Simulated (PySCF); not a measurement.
**Ionisation energy of Ir⁶⁶⁺ by level of theory**

Ir⁶⁶⁺ [Ne] 3s1 (2S) → Ir⁶⁷⁺ [Ne] (1S), as a difference of total energies. Computed with PySCF 2.14 in an even-tempered Gaussian basis (17 s from 20 bohr⁻², ratio 2.5; 12 p from 26 bohr⁻², ratio 2.5; 4 d from 92 bohr⁻², ratio 2.7; 4 f from 140 bohr⁻², ratio 2.7), with the spin-free X2C one-electron Hamiltonian (Gaussian nucleus). Correlated levels: outer shells: 1s2 frozen; virtual orbitals above 40 to 60 times the deepest correlated orbital energy dropped. The calculations carry no spin-orbit coupling.

```tsv
method	ionisation energy (eV)
UHF	7855.9
MP2 (outer shells)	7856.7
SCS-MP2 (outer shells)	7856.5
CCSD (outer shells)	7856.7
CCSD(T) (outer shells)	7856.7
```

Breit and QED terms and the two-electron picture change are absent.

For comparison: 7850 ± 40 eV (theoretical estimate listed by NIST; NIST Atomic Spectra Database, ionization energies).
